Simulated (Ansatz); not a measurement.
The cluster Be₄S₄⁺. Charge 1, multiplicity 2. Geometry PBE-D4/def2-SVP, basis def2-TZVP, Ansatz.

```xyz
8

Be   -0.2759   -1.5071   -0.8626
Be   -0.2202    1.1951   -0.7790
Be   -0.6265    0.0807    1.2979
Be    1.3367   -0.3018    0.0996
S     0.8994    1.5055    0.9838
S     0.1556   -1.8256    1.0259
S     0.7382   -0.2274   -1.9527
S    -2.0074    1.0806    0.1871
```

```csv
run,HOMO (eV),LUMO (eV)
A,-11.59,-9.97
B,-11.50,-10.04
C,-11.24,-10.18
D,-11.19,-10.09
E,-12.47,-9.30
F,-15.03,-7.06
```

LC-ωPBE has ω = 0.4 bohr⁻¹. Another isomer (doublet) lies 0.12 eV lower at PBE0-D4/def2-TZVP; other spin states weren't run for this one.

HOMO and LUMO are taken over both spins.

**Question.** The runs used B97M-V, LC-ωPBE, PBE, PBE0, r2SCAN, revPBE. Estimate which is which.

**Answer.** A r2SCAN (0 % exact exchange); B B97M-V (0 % exact exchange); C PBE (0 % exact exchange); D revPBE (0 % exact exchange); E PBE0 (25 % exact exchange); F LC-ωPBE (range-separated). Exact exchange lowers occupied and raises empty levels; among semilocal functionals meta-GGAs tend to open the gap a little, and such runs are hard to tell apart. The gap grows from 1.06 eV (PBE) to 7.98 eV (LC-ωPBE).
